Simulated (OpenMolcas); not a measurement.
**Rh4+ in a point-charge field**

Rh4+ among 6 point charges of -1.1 e arranged as an octahedron (Oh), 1.81 Å from the ion.

- Program: OpenMolcas 26.06
- Method: SS-CASPT2, IPEA 0.25 Eh, imaginary shift 0.1 Eh (closed shells correlated: 4s 4p)
- Basis: ANO-RCC-VDZP [6s5p3d1f]
- Scalar Hamiltonian: DKH2, point nucleus
- Active space: 5 electrons in 5 orbitals (4d)
- State averaging: 2S+1 = 6 even, 1 root; 2S+1 = 4 even, 24 roots; 2S+1 = 2 even, 75 roots
- Spin-orbit coupling: RASSI with atomic mean-field integrals over the reference wave functions

The lowest spin-free states (labels of O, the rotations of Oh), above the lowest:

```json
{"State": "6A1", "Degeneracy": "1", "E (cm-1)": "0", "Free-ion L (%)": "S (100)"}
{"State": "4T1", "Degeneracy": "3", "E (cm-1)": "24510", "Free-ion L (%)": "G (71)"}
{"State": "4T2", "Degeneracy": "3", "E (cm-1)": "27060", "Free-ion L (%)": "G (94)"}
{"State": "4E", "Degeneracy": "2", "E (cm-1)": "28130", "Free-ion L (%)": "G (100)"}
{"State": "4A1", "Degeneracy": "1", "E (cm-1)": "28360", "Free-ion L (%)": "G (100)"}
{"State": "4T2", "Degeneracy": "3", "E (cm-1)": "32130", "Free-ion L (%)": "D (91)"}
{"State": "4E", "Degeneracy": "2", "E (cm-1)": "33570", "Free-ion L (%)": "D (100)"}
{"State": "2T2", "Degeneracy": "3", "E (cm-1)": "35500", "Free-ion L (%)": "I (54)"}
{"State": "4T1", "Degeneracy": "3", "E (cm-1)": "36100", "Free-ion L (%)": "P (71)"}
{"State": "2A2", "Degeneracy": "1", "E (cm-1)": "37700", "Free-ion L (%)": "I (75)"}
{"State": "2T1", "Degeneracy": "3", "E (cm-1)": "38560", "Free-ion L (%)": "I (80)"}
{"State": "2T2", "Degeneracy": "3", "E (cm-1)": "38960", "Free-ion L (%)": "I (79)"}
{"State": "2E", "Degeneracy": "2", "E (cm-1)": "40070", "Free-ion L (%)": "I (89)"}
{"State": "2A1", "Degeneracy": "1", "E (cm-1)": "41430", "Free-ion L (%)": "I (100)"}
{"State": "2T2", "Degeneracy": "3", "E (cm-1)": "42520", "Free-ion L (%)": "D (41)"}
{"State": "2E", "Degeneracy": "2", "E (cm-1)": "42700", "Free-ion L (%)": "D (68)"}
{"State": "2T1", "Degeneracy": "3", "E (cm-1)": "44110", "Free-ion L (%)": "F (58)"}
{"State": "4T1", "Degeneracy": "3", "E (cm-1)": "45850", "Free-ion L (%)": "F (97)"}
{"State": "4A2", "Degeneracy": "1", "E (cm-1)": "46280", "Free-ion L (%)": "F (100)"}
{"State": "2T2", "Degeneracy": "3", "E (cm-1)": "46620", "Free-ion L (%)": "G (41)"}
```

The lowest levels with spin-orbit coupling:

```tsv
E (cm-1)	Degeneracy	Label	2S+1	g
0	2	Γ7	6	3.33 3.33 3.33
0	4	Γ8	6	
23740	2	Γ7	4	2.34 2.34 2.34
24230	4	Γ8	4	
24410	4	Γ8	4	
24820	2	Γ6	4	2.71 2.71 2.71
26330	2	Γ7	4	1.88 1.88 1.88
26780	4	Γ8	4	
27310	2	Γ6	4	4.39 4.39 4.39
27410	4	Γ8	4	
28010	4	Γ8	4	
28030	2	Γ7	4	2.26 2.26 2.26
28230	2	Γ6	4	0.94 0.94 0.94
28380	4	Γ8	4	
31000	4	Γ8	4	
31530	2	Γ6	4	2.35 2.35 2.35
32160	4	Γ8	4	
32630	2	Γ7	4	1.22 1.22 1.22
33000	4	Γ8	4	
33050	2	Γ7	4	2.96 2.96 2.96
```

Powder χT (cm3 K/mol): 4.34 at 2 K, 4.36 at 10 K, 4.36 at 50 K, 4.36 at 100 K, 4.36 at 200 K, 4.36 at 300 K. The effective moment at 300 K is 2.828 √(χT) = 5.91 μB.

The lowest level has 2S+1 = 6, for which the spin-only value is χT = S(S+1) / 2 = 4.375 cm3 K/mol (g = 2). The computed 4.363 at 300 K differs by -0.012, through a little spin-orbit mixing out of the ground term, against the free-electron g of 2.0023, which raises it.

Roots that are degenerate in the reference are averaged as groups; the widest CASPT2 spread within a group is 310 cm-1 (the 3-fold group of multiplicity 4 near 24500 cm-1 above the lowest state of its run). Shifts and gaps below about the spread of the groups concerned are not significant. Point charges give a weaker field than real ligands, and real ions of this kind are as a rule low spin; the high spin found here belongs to the model. This field is weak: 10Dq is about 5385 cm-1, while octahedral complexes of 4d ions of charge 3 and more, computed by the same method with explicit ligands, had a median near 25000 cm-1. Ground spin and moment need not be those of a real site. Free-ion shares, where given, are those of the reference states; single-state CASPT2 does not remix them. This is an electrostatic model: the charges have no orbitals. No measured value stands beside these numbers.
